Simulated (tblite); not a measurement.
Species: C5H10BFGe.
Numbering: `[CH3:1][CH:2]=[C:3]=[CH:4][GeH2:5][CH2:6][BH:7][F:8]` (hydrogens: H9, H10, H11 on C1; H12 on C2; H13 on C4; H14, H15 on Ge5; H16, H17 on C6; H18 on B7)

Computed with GFN2-xTB (tblite), gas phase: L-BFGS steps from a force-field or distance-geometry start until the largest atomic force falls under 0.01 eV/Å.

Step 14: E = -643.6454 eV
```
atom  x, y, z in Å  |  force x, y, z in eV/Å
C1      2.7556    1.0913    0.0393    0.033  -0.010   0.029
C2      2.3609   -0.1580    0.7786   -0.063  -0.001   0.032
C3      1.5713   -1.0342    0.2365   -0.130  -0.046  -0.070
C4      0.6527   -1.7294   -0.3602   -0.112   0.052  -0.074
Ge5    -1.2552   -1.2982   -0.1184    0.004  -0.081   0.012
C6     -1.5960    0.6601   -0.2208    0.105  -0.051  -0.024
B7     -3.1217    0.8653   -0.0486   -0.094   0.078  -0.055
F8     -3.8109    1.5115   -0.9697   -0.025  -0.023  -0.051
H9      1.8891    1.5254   -0.4614    0.117  -0.028  -0.001
H10     3.5082    0.8541   -0.7128    0.016   0.095  -0.004
H11     3.1679    1.8131    0.7370    0.024   0.082  -0.036
H12     2.7843   -0.3030    1.7627   -0.001  -0.076  -0.052
H13     0.8814   -2.5454   -1.0328    0.100   0.017   0.085
H14    -1.7311   -1.7836    1.2280   -0.023  -0.019   0.023
H15    -2.0960   -2.0405   -1.1334    0.093  -0.024  -0.016
H16    -1.0142    1.1014    0.5867    0.015  -0.027   0.083
H17    -1.2165    1.0676   -1.1561    0.044  -0.002  -0.036
H18    -3.7385    0.4088    0.8336   -0.101   0.065   0.157
```

Step 15: E = -643.6508 eV
```
atom  x, y, z in Å  |  force x, y, z in eV/Å
C1      2.7607    1.0928    0.0399    0.023  -0.015   0.034
C2      2.3608   -0.1578    0.7762   -0.025   0.031   0.006
C3      1.5736   -1.0334    0.2292   -0.173  -0.033  -0.027
C4      0.6496   -1.7270   -0.3621   -0.052   0.063  -0.055
Ge5    -1.2592   -1.2951   -0.1212    0.012  -0.252   0.008
C6     -1.5988    0.6551   -0.2192    0.017   0.013  -0.016
B7     -3.1244    0.8710   -0.0496   -0.073   0.034   0.004
F8     -3.8125    1.5080   -0.9765   -0.025  -0.012  -0.066
H9      1.8969    1.5273   -0.4636    0.088  -0.014  -0.008
H10     3.5144    0.8592   -0.7126    0.024   0.089   0.026
H11     3.1673    1.8138    0.7427    0.033   0.066  -0.059
H12     2.7867   -0.3005    1.7601   -0.026  -0.101  -0.065
H13     0.8835   -2.5462   -1.0290    0.063   0.011   0.066
H14    -1.7378   -1.7861    1.2237   -0.009  -0.007   0.017
H15    -2.0933   -2.0538   -1.1328    0.103   0.011  -0.010
H16    -1.0165    1.0857    0.5923    0.030   0.017   0.100
H17    -1.2198    1.0655   -1.1507    0.091   0.026  -0.093
H18    -3.7399    0.4279    0.8414   -0.100   0.074   0.138
```

Step 16: E = -643.6574 eV
```
atom  x, y, z in Å  |  force x, y, z in eV/Å
C1      2.7675    1.0944    0.0414    0.012  -0.010   0.030
C2      2.3597   -0.1575    0.7728    0.015   0.052  -0.037
C3      1.5739   -1.0317    0.2204   -0.185   0.022   0.043
C4      0.6444   -1.7231   -0.3660    0.026   0.052  -0.027
Ge5    -1.2639   -1.2961   -0.1243    0.006  -0.348   0.007
C6     -1.6020    0.6494   -0.2173   -0.086   0.073   0.004
B7     -3.1291    0.8786   -0.0505   -0.024  -0.027   0.078
F8     -3.8151    1.5035   -0.9864   -0.017  -0.014  -0.061
H9      1.9081    1.5293   -0.4664    0.035   0.011  -0.021
H10     3.5225    0.8672   -0.7119    0.043   0.067   0.060
H11     3.1672    1.8159    0.7485    0.040   0.038  -0.073
H12     2.7891   -0.2997    1.7555   -0.052  -0.129  -0.070
H13     0.8876   -2.5469   -1.0230    0.018  -0.005   0.029
H14    -1.7462   -1.7895    1.2189    0.005  -0.003   0.019
H15    -2.0880   -2.0700   -1.1325    0.092   0.032  -0.022
H16    -1.0188    1.0665    0.6010    0.021   0.048   0.076
H17    -1.2221    1.0632   -1.1456    0.127   0.040  -0.111
H18    -3.7433    0.4530    0.8535   -0.077   0.101   0.076
```

Problem. Estimate the geometry and energy of step 17. (The exact step hangs on the optimiser's Hessian estimate; all steps are aligned on step 16, rigid shifts and turns removed.)

Solution. E = -643.6653 eV, largest force 0.307 eV/Å
```
atom  x, y, z in Å  |  force x, y, z in eV/Å
C1      2.7759    1.0964    0.0435   -0.001   0.012   0.009
C2      2.3580   -0.1566    0.7677    0.050   0.057  -0.080
C3      1.5713   -1.0280    0.2107   -0.159   0.107   0.123
C4      0.6380   -1.7176   -0.3716    0.095   0.010   0.006
Ge5    -1.2697   -1.3032   -0.1277   -0.006  -0.307   0.010
C6     -1.6069    0.6439   -0.2149   -0.147   0.089   0.022
B7     -3.1356    0.8878   -0.0504    0.035  -0.077   0.132
F8     -3.8187    1.4973   -0.9993    0.000  -0.035  -0.025
H9      1.9225    1.5318   -0.4703   -0.030   0.041  -0.038
H10     3.5332    0.8780   -0.7098    0.070   0.028   0.090
H11     3.1677    1.8194    0.7544    0.047   0.008  -0.072
H12     2.7907   -0.3019    1.7484   -0.073  -0.150  -0.061
H13     0.8935   -2.5479   -1.0148   -0.029  -0.024  -0.022
H14    -1.7563   -1.7937    1.2137    0.016  -0.015   0.035
H15    -2.0795   -2.0893   -1.1328    0.055   0.025  -0.059
H16    -1.0215    1.0438    0.6129   -0.014   0.065   0.010
H17    -1.2226    1.0605   -1.1410    0.134   0.032  -0.071
H18    -3.7489    0.4856    0.8697   -0.043   0.133  -0.009
```

The energy changes by -0.0079 eV. The first-order estimate −F·Δx gives -0.0108 eV and the mean of the old and new forces, exact on a quadratic surface, -0.0078 eV. The step makes an angle of 72° with the force vector and moves no atom by more than 0.037 Å.

What follows is the cost of the whole relaxation. Hardware: an Arm Neoverse V2 with one thread, no GPU (shared host). Cost: 1.1 s wall.
